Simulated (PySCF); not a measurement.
A geometry optimisation on `C=CC(=C)C(=C)O[SiH3]`.

Method: PBE0-D3(BJ)/def2-SVP geometry optimisation, gas phase (PySCF 2.14.0). Start geometry: GFN2-xTB. The input is one job of a driver script: a line of settings, then coordinates in Å.

Input:
```
{"job": {"xc": "PBE0", "basis": "def2-SVP", "d3": "d3bj", "grid": 1, "kind": "geom"}, "charge": 0, "multiplicity": 1}
C     -2.318099     0.536178    -1.624351
C     -2.195574    -0.162706    -0.503543
C     -0.938054    -0.544975     0.133135
C     -0.886376    -1.596251     0.956445
C      0.293007     0.229207    -0.140794
C      0.308146     1.553253    -0.263319
O      1.406050    -0.536209    -0.195253
Si     2.992266    -0.216011    -0.325132
H     -1.462945     0.910588    -2.160835
H     -3.284340     0.746935    -2.050565
H     -3.081332    -0.552064    -0.017578
H      0.036881    -1.906933     1.413633
H     -1.763563    -2.178358     1.182354
H      1.228473     2.085094    -0.427255
H     -0.594512     2.128273    -0.181264
H      3.504295    -1.576313    -0.290293
H      3.294154     0.479623    -1.577746
H      3.452764     0.606988     0.795942
```

Output:
```
step   0  E = -598.52921408  max force = 0.037161
step   1  E = -598.53593712  max force = 0.004414
step   2  E = -598.53635958  max force = 0.003014
step   3  E = -598.53629670  max force = 0.003494
step   4  E = -598.53650937  max force = 0.001797
step   5  E = -598.53652450  max force = 0.002228
step   6  E = -598.53657194  max force = 0.000294
step   7  E = -598.53657922  max force = 0.000469
step   8  E = -598.53658662  max force = 0.000359
optimisation converged
```

Energies in Eh; «max force» is the largest Cartesian gradient component in Eh/bohr.

Task: At which steps does the energy rise by more than 1e-5 Eh?

Result: At step 3 (+0.06 mEh).

Task: How much energy does the optimisation release, in kJ/mol?

Result: E(step 0) − E(last step) = 0.007373 Eh, which is 19.4 kJ/mol.

Main results: final energy -598.53659 Eh after 8 steps; dipole 0.44 D.

Task: Where do the atoms end?

Result: 0.212 Å rms from the input after alignment:
```
atom  x, y, z in Å
C1    -2.5337    0.6786   -1.3242
C2    -2.3405   -0.1080   -0.2579
C3    -1.0672   -0.5770    0.3080
C4    -1.0593   -1.6854    1.0740
C5     0.2133    0.1269    0.0496
C6     0.3222    1.4412   -0.2105
O7     1.2890   -0.6890    0.1781
Si8    2.9083   -0.2612    0.0361
H9    -1.7063    1.0965   -1.9014
H10   -3.5470    0.9062   -1.6640
H11   -3.2244   -0.5222    0.2407
H12   -0.1272   -2.0844    1.4753
H13   -1.9882   -2.2156    1.2974
H14    1.2938    1.9212   -0.3513
H15   -0.5624    2.0728   -0.2541
H16    3.6552   -1.5237    0.2702
H17    3.1892    0.2751   -1.3281
H18    3.2732    0.7666    1.0553
```

Task: How long does this job take on Arm Neoverse V1, one thread, shared host? And the peak memory of the process?

Result: About 80 s, with 0.68 GiB resident at the peak, the Python interpreter and its libraries included.
Labels such as C1 count atoms from 1, the log's own numbers from 0.
